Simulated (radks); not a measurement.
Problem. These are the eigenvalues of the occupied orbitals of an atom or ion with whole-number occupations (hartree). Method: Dirac Kohn-Sham, RPBE, spin-unpolarised, spherical densities, point nucleus; computed with a radial shooting solver on a logarithmic mesh with Libxc functionals.

| orbital | eigenvalue |
|---|---|
| 1s1/2 | -807.6359 |
| 2s1/2 | -117.6213 |
| 2p1/2 | -108.8028 |
| 2p3/2 | -103.9914 |
| 3s1/2 | -22.17178 |
| 3p1/2 | -18.75239 |
| 3p3/2 | -17.93506 |
| 3d3/2 | -11.89122 |
| 3d5/2 | -11.73186 |
| 4s1/2 | -4.45147 |
| 4p1/2 | -3.40983 |
| 4p3/2 | -3.27678 |
| 4d3/2 | -1.67991 |
| 4d5/2 | -1.66263 |
| 5d3/2 | -0.58727 |

Which element is it, and in what charge state? The configuration may be excited. Open shells, if any, fill j = l - 1/2 first.

Solution. Z = 44, ruthenium, charge +3: Ru3+ in [Ar] 3d10 4s1 4p6 4d5 5d1. The list shows which subshells hold electrons but not how many an open one holds; the 1s level, -807.64 hartree, gives Z - s = 40.2 by -(Z - s)^2/2, which with screening and relativity narrows Z to a few neighbours, and the depths of the outer levels then fix element, charge and occupations together.
